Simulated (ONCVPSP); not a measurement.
Cutoff test, lutetium, ONCV

Lu (Z = 71), optimised norm-conserving Vanderbilt (ONCV), made with ONCVPSP 4.0.1 (LDA (Perdew-Zunger), non-relativistic). Core [Kr] 4d10 4f14, reference 5s2 5p6 5d1 6s2. Waves: 5s+6s: rc 2.35 bohr, ncon 4, nbas 7, qcut 4.3 1/bohr, 2 projectors; 5p: rc 2.20 bohr, ncon 4, nbas 7, qcut 6.3 1/bohr, 3 projectors, debl 1.8 Ha; 5d: rc 2.20 bohr, ncon 4, nbas 9, qcut 7 1/bohr, local. Local part: the d channel. Core correction: Teter function, fcfact 5.25, rcfact 1.25.

Task: For each optimised wave give the share of its norm inside rc, the residual kinetic energy above qcut (Ha) and the cutoffs (Ha) for errors of 10, 1, 0.1 and 0.01 mHa per electron.

Result:

```json
{"wave": "5s", "norm inside rc": "0.981", "residual KE": "2.8e-05", "10 mHa": "3.2", "1 mHa": "4.2", "0.1 mHa": "7.6", "0.01 mHa": "18.6"}
{"wave": "6s", "norm inside rc": "0.099", "residual KE": "1.0e-04", "10 mHa": "2.5", "1 mHa": "4.4", "0.1 mHa": "9.4", "0.01 mHa": "26.4"}
{"wave": "5p", "norm inside rc": "0.915", "residual KE": "1.3e-07", "10 mHa": "6.6", "1 mHa": "8.6", "0.1 mHa": "10.4", "0.01 mHa": "12.7"}
{"wave": "p projector 2", "norm inside rc": "0.089", "residual KE": "2.0e-06", "10 mHa": "5.7", "1 mHa": "7.7", "0.1 mHa": "13.1", "0.01 mHa": "17.5"}
{"wave": "p projector 3", "norm inside rc": "0.136", "residual KE": "2.7e-05", "10 mHa": "6.8", "1 mHa": "12.3", "0.1 mHa": "18.0", "0.01 mHa": "24.0"}
{"wave": "5d", "norm inside rc": "0.448", "residual KE": "3.1e-09", "10 mHa": "8.2", "1 mHa": "11.7", "0.1 mHa": "14.8", "0.01 mHa": "17.6"}
```

The occupied waves need 12 Ha and 15 Ha for 1 and 0.1 mHa. 1 of 4 tests not solved or not reliable.
